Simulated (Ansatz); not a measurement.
C2H7BOS can be A, `CSB(C)O`, or B, `CCOBS`.

Program: Ansatz. Geometries: PBE0-D4/def2-TZVP. ΔE: electronic, gas phase. CCSD(T)/CBS adds triple-zeta CCSD(T) − MP2 to the extrapolated MP2 energy (def2 sets, frozen cores). Functionals use def2-TZVPP. B3LYP here is the variant with VWN-RPA as its local correlation; programs differ in this. Each species was taken in one conformer, which may not be the lowest.

A:

Z-matrix (Å, degrees):
```
C
S 1 1.806
H 1 1.089 2 111.0
H 1 1.089 2 111.0 3 -122.5
H 1 1.089 2 107.0 3 118.7
B 2 1.818 1 103.9 3 61.9
O 6 1.363 2 117.6 1 -179.9
C 6 1.565 2 123.6 1 0.2
H 7 0.961 6 114.5 2 -0.0
H 8 1.091 6 111.0 2 -179.2
H 8 1.094 6 111.6 2 -58.3
H 8 1.094 6 111.3 2 60.2
```

B:

```xyz
12

C    -1.120    1.203   -0.860
C    -0.317   -0.070   -0.964
O    -0.258   -0.719    0.298
B     0.889   -0.822    0.989
S     0.818   -1.642    2.598
H    -0.637    1.913   -0.186
H    -1.212    1.670   -1.844
H    -2.122    0.996   -0.482
H    -0.789   -0.769   -1.660
H     0.698    0.134   -1.321
H     1.925   -0.390    0.565
H     2.124   -1.504    2.866
```

Q: Which is lower in electronic energy at CCSD(T)/CBS, and by how much? (Best estimate.)

A: The calculation gave: A, by 17.9 kcal/mol.

Q: Give E(B) − E(A) in kcal/mol with PBE-D4, B3LYP-D4, HF/def2-TZVPP, B3LYP, r2SCAN-D4, CCSD/def2-TZVPP, B2PLYP. (Estimate.)

A: The calculation gave: PBE-D4 18.3, B3LYP-D4 16.7, HF/def2-TZVPP 13.3, B3LYP 15.5, r2SCAN-D4 18.5, CCSD/def2-TZVPP 16.2, B2PLYP 16.5. None reverses the order clearly.

Largest T1 diagnostic: 0.013.

In def2-TZVPP, CCSD(T) changes the Hartree–Fock value by +3.4 kcal/mol (the triples alone add +0.5 kcal/mol) and MP2 by +5.3 kcal/mol. The D4 term adds +1.2 kcal/mol with B3LYP and +0.6 kcal/mol with PBE0; it sums over pairs of atoms, weighted by their polarisabilities, and B3LYP, whose exchange is more repulsive, gets the larger term.
